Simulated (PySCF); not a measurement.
SMILES C#CC#CC#CC1CC1, C9H6

Geometry:
```csv
atom,x (Å),y (Å),z (Å)
C1,5.427,-1.791,-0.047
C2,4.306,-1.345,-0.014
C3,3.056,-0.839,0.022
C4,1.931,-0.374,0.055
C5,0.689,0.146,0.090
C6,-0.420,0.633,0.120
C7,-1.727,1.190,0.156
C8,-2.789,0.530,1.002
C9,-2.869,0.440,-0.486
H10,6.401,-2.178,-0.076
H11,-1.743,2.273,0.092
H12,-3.486,1.169,1.522
H13,-2.512,-0.357,1.552
H14,-2.646,-0.508,-0.952
H15,-3.621,1.017,-1.001
```

Method used: GIAO X3LYP/pcseg-1 magnetisability, rotational g tensor and spin-rotation constants, non-relativistic, gas phase in PySCF 2.14.0. Geometry: GFN2-xTB.

Task: Give the nuclear spin-rotation constants along the inertial axes (H = +C I·J) beside the isotropic shieldings.

Result: Rotational constants 13.4298, 0.4592, 0.4584 GHz. A star marks the isotopologue with that one atom substituted, in its own axes.
| atom | isotope | Caa (kHz) | Cbb (kHz) | Ccc (kHz) | mean (kHz) | σ (ppm) |
| --- | --- | --- | --- | --- | --- | --- |
| H10 | 1H | 0.027 | -0.054 | -0.054 | -0.027 | 30.9 |
| H11 | 1H | -1.435 | -0.024 | -0.024 | -0.494 | 30.5 |
| H12 | 1H | -0.539 | -0.041 | -0.041 | -0.207 | 31.1 |
| H13 | 1H | -1.264 | -0.028 | -0.028 | -0.440 | 31.1 |
| H14 | 1H | -1.264 | -0.028 | -0.028 | -0.440 | 31.1 |
| H15 | 1H | -0.539 | -0.041 | -0.040 | -0.207 | 31.1 |
| C1 | 13C* | 0.156 | 0.133 | 0.133 | 0.141 | 130.2 |
| C2 | 13C* | 0.015 | 0.142 | 0.142 | 0.100 | 125.0 |
| C3 | 13C* | 0.267 | 0.130 | 0.130 | 0.176 | 133.4 |
| C4 | 13C* | -0.028 | 0.135 | 0.135 | 0.081 | 133.8 |
| C5 | 13C* | 0.475 | 0.130 | 0.130 | 0.245 | 130.9 |
| C6 | 13C* | -0.192 | 0.161 | 0.161 | 0.043 | 111.9 |
| C7 | 13C* | 1.155 | 0.056 | 0.056 | 0.422 | 188.4 |
| C8 | 13C* | 1.125 | 0.083 | 0.049 | 0.419 | 179.3 |

Where two moments of inertia are equal or nearly so, the constants along those axes are given as their average.
For the geometry as given, no vibrational averaging.
